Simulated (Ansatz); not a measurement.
```xyz
10

N    -1.422    0.827    0.547
C    -0.224    0.497    0.805
O     0.329    0.881    1.974
N     0.670   -0.231    0.051
Al    0.443   -0.970   -1.566
H    -1.732    0.486   -0.356
H    -0.360    1.379    2.432
H     1.555   -0.328    0.529
H    -0.953   -0.799   -2.280
H     1.695   -1.742   -2.135
```

Charge 0, multiplicity 1.

Question: List the ωB97M-V/def2-TZVPP orbital energies in eV (Ansatz 0.2.0). (Estimate.)

Answer: The calculation gave: Occupied: -1532.40, -526.95, -394.83, -393.44, -284.81, -117.03, -76.70, -76.52, -76.50, -33.09, -28.31, -26.53, -19.91, -17.46, -17.29, -15.25, -15.03, -13.80, -12.60, -11.37, -11.25, -10.36, -9.44. Lowest empty: 0.15, 1.72, 2.29, 3.16, 3.38, 3.91, 4.06, 4.65.
